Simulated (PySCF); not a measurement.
# What a mistake does to a calculation on B2CH5O

All numbers below are calculated, not measured. They come from PySCF 2.14.0, an open-source quantum chemistry program, on an isolated molecule that a program drew, which may never have been made. The molecule is B2CH5O (charge 0, doublet), drawn as the SMILES string `BB[CH]O`.

Each row is a Hartree-Fock (HF) and frozen-core CCSD(T) single point in the cc-pVDZ basis, meant for a local HF minimum. Run 1 is clean. Each other run has one planted mistake out of seven kinds, and not every kind appears here: one electron removed, one electron added, multiplicity raised by two, geometry at a saddle point, minimal basis STO-3G, one bond length entered in bohr, all coordinates scaled. The reference is restricted for singlets and unrestricted otherwise, and also for a bond in bohr. Adding or removing an electron swaps singlet and doublet. Electrons count all cores. HOMO and LUMO are orbital energies over both spins, the gradient is its largest component, and the lowest frequency (negative if imaginary) is given only where the gradient is small. Bond lengths are over the 8 bonds as drawn. T1 is the CCSD diagnostic: over 0.02 (restricted) or 0.045 (unrestricted) a single reference is doubtful.

Geometry of the clean run:
```xyz
9
B2CH5O, angstrom
B    -1.8547   -1.0891   -0.2862
B    -1.0039    0.0785   -1.1714
C     0.4416   -0.0503   -1.6273
O     1.0320    0.9333   -2.3268
H    -2.5101   -1.9462   -0.8230
H    -1.8837   -1.0819    0.9187
H    -1.5813    1.0957   -1.4684
H     1.0782   -0.9105   -1.4302
H     1.9260    0.7101   -2.5379
```

```
run  electrons  basis functions  <S^2>  HOMO (eV)  LUMO (eV)  gradient (hartree/bohr)  lowest frequency (cm^-1)  mean bond (Å)  longest bond (Å)      T1  HF (hartree)  CCSD(T) (hartree)                     mistake
  1         29               81  0.758      -9.13       1.77                  2.6e-05                       166         1.2762             1.694  0.0202    -164.94129         -165.46774                    no fault
  2         29               81  0.756      -9.13       0.66                  1.9e-05                      -227         1.2795             1.735  0.0225    -164.93418         -165.46284  geometry at a saddle point
  3         30               81  0.000      -0.42       7.35                  8.7e-02                         -         1.2762             1.694  0.0154    -164.90842         -165.48084          one electron added
  4         28               81  0.000     -17.15      -6.59                  1.1e-01                         -         1.2762             1.694  0.0244    -164.65448         -165.17558        one electron removed
  5         29               25  0.756      -7.20       5.38                  5.4e-02                         -         1.2762             1.694  0.0248    -162.80988         -163.00774                           ?
```

**Which mistake was planted in run 5, and what did it cost?**

It has 25 basis functions where the clean run has 81, with the same electrons and geometry. So the mistake is: minimal basis STO-3G. Subtracting run 1 and multiplying by 627.51 kcal/mol a hartree, the energy moved by 1337.5 kcal/mol in HF and 1543.7 kcal/mol in CCSD(T).

Cautions from the logs. Run 4: T1 is over the limit, so its CCSD(T) energy is less reliable.
